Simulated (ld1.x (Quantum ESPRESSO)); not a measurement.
Rb: one change to an RRKJ potential, before and after

- Element: Rb
- Generator: ld1.x (Quantum ESPRESSO) 7.5
- Type: norm-conserving RRKJ (Kleinman–Bylander form)
- Functional: BLYP
- Relativity: scalar-relativistic
- Frozen core: [Ar] 3d10
- Valence charge: 9
- Reference configuration: 4s2 4p6 4d0.5 5s0.5 5p0
- Partial waves: 4s (bound): rc 2.10 bohr; 4d (bound): rc 4.20 bohr; 4p (bound): rc 2.30 bohr
- Local potential: the p channel
- Core correction: none

Occupied shells without a wave of their own: 5s. They enter only through the test configuration that unscreens the potential.

Change: wave 4s (bound): rc 2.10 bohr becomes 4s (bound): rc 2.34 bohr.

Cutoffs: the cutoffs (Ry, on a coarse ladder) from which the occupation-weighted sum of valence levels, in a spherical-Bessel basis at the reference potential, stays within 10 and 1 mRy of its value at 400 Ry; they do not see the model core or the augmentation charge, which bear on the density cutoff. Errors are all-electron minus pseudo energies relative to the spin-unpolarised reference configuration.

Question: How do hardness, ghosts and transferability respond?

Answer: The potential gets softer (21 Ry and 30 Ry → 18 Ry and 25 Ry); both files keep a bound ghost (d); of the 7 tests that both files solve, the error grows in 7 and shrinks in 0 by more than 15 % and 0.3 meV (median size 31.5 → 65.2 meV). A larger radius leaves more room for a smooth pseudo-wave, so fewer plane waves are needed. More of the atom is replaced by a form fitted at one configuration, so other configurations suffer.

| quantity | base | changed |
| --- | --- | --- |
| cutoff, loose | 21 Ry | 18 Ry |
| cutoff, tight | 30 Ry | 25 Ry |
| loose cutoff by channel (10 mRy a level) | s 18 Ry, d 6 Ry, p 12 Ry | s 15 Ry, d 6 Ry, p 12 Ry |
| bound ghosts | d | d |
| largest miss of a reference level, eV | 0.06 | 0.12 |
| error for 4s2 4p6 4d0 5s1 5p0, meV [ΔE -1.14 eV] | +26 | +55 |
| error for 4s2 4p6 4d0 5s0 5p0, meV [ΔE 3.06 eV] | -43 | -91 |
| error for 4s2 4p6 4d0 5s0.5 5p0, meV [ΔE 0.44 eV] | +0.7 | +1.0 |
| error for 4s2 4p6 4d0 5s0 5p1, meV [ΔE 0.48 eV] | -19 | -54 |
| error for 4s2 4p6 4d1 5s0 5p0, meV [ΔE 1.18 eV] | -31 | -65 |
| error for 4s2 4p5 4d0 5s1 5p0, meV [ΔE 19.77 eV] | +103 | +210 |
| error for 4s1 4p6 4d0 5s1 5p0, meV [ΔE 36.39 eV] | +111 | +181 |
| s: phases at 4.57 bohr within 0.05 rad from the reference energy up to (Ry; the scan ends near 5) | -0.3 | -0.4 |
| p: phases at 4.57 bohr within 0.05 rad from the reference energy up to (Ry; the scan ends near 5) | 1.7 | 1.7 |
| d: phases at 4.57 bohr within 0.05 rad from the reference energy up to (Ry; the scan ends near 5) | 0.6 | 0.6 |

Changed file: The 5s level has no wave, so the channel is fitted at the deeper level alone: the likely source of the large errors. A true bound ghost makes a file unfit for plane-wave use even where its test errors are small: the radial tests pick states by their node count and pass the ghost by.
